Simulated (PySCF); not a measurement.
## [Re3]+ at several levels of theory

Computed with PySCF 2.14.0 (density fitting, no spin-orbit coupling) at the geometry relaxed with BP86:

```xyz
3
[Re3]+ (triplet)
Re    1.3231   -0.0059    0.0000
Re   -0.6596    1.1502    0.0000
Re   -0.6636   -1.1443    0.0000
```

```tsv
level	basis	state	HOMO (eV)	gap (eV)	charge on Re1 (e)	dipole about the centre of mass (D)	largest force component (eV/Å)
BP86	Re def2-SVP with ECP60	triplet	-9.22	0.40	0.36	0.14	0.04
CAM-B3LYP	the same	triplet	-10.83	4.21	0.38	0.17	0.92
revPBE	the same	triplet	-8.98	0.40	0.35	0.16	0.11
B3LYP	the same	triplet	-9.66	1.81	0.36	0.18	0.38
BP86	Re def2-TZVP with ECP60	triplet	-9.31	0.52	0.34	0.33	0.24
```

HOMO and gap are taken over both spins. Charges are Mulliken's, which hang on the basis. The relaxation used the grid (50, 194), these runs (75, 302) or, all-electron (x2c bases, spin-free X2C Hamiltonian), (99, 590).

Question: What does BLYP with Re def2-SVP with ECP60 give here?

Answer: state triplet, HOMO (eV) -8.93, gap (eV) 0.37, charge on Re1 (e) 0.36, dipole about the centre of mass (D) 0.10, largest force component (eV/Å) 0.89. Time: 5.2 s on 2 threads of Intel(R) Xeon(R) 6975P-C (Granite Rapids), on a shared host, from an already converged density.

The relaxed state isn't the lowest spin state tried at its geometry. No frequency check is given that shows the relaxed geometry to be a minimum. The relaxed state is spin-contaminated (spin squared 2.86 against 2.00). Open shells may have lower solutions than the one found.

A gap near or under zero over both spins lies within a partly filled shell and is no excitation energy.

Some runs are spin-contaminated.
